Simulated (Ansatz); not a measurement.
Ansatz results at the PBE0-D4/def2-TZVP geometry: size of the dipole moment (ωB97M-V/def2-TZVPP) 1.22 D; size of the dipole moment (B3LYP/def2-TZVPP) 1.23 D; LUMO energy (PBE/def2-TZVPP) -1.34 eV.

Each molecule was computed in one conformer, which needn't be the lowest.

Problem. Which molecule gave them?
A. `NC[O][InH2]`
B. `O[CH]1[S][GeH2]1`
C. `O=COC[SiH2]Cl`
D. `O/C=C(\Cl)[SiH2]O`

Solution. C. The others give `O[CH]1[S][GeH2]1`: 3.23, 3.15, -1.36; `NC[O][InH2]`: 2.13, 1.94, -2.27; `O/C=C(\Cl)[SiH2]O`: 0.78, 0.80, -1.26.

B3LYP here is the variant with VWN-RPA as its local correlation; programs differ in this.
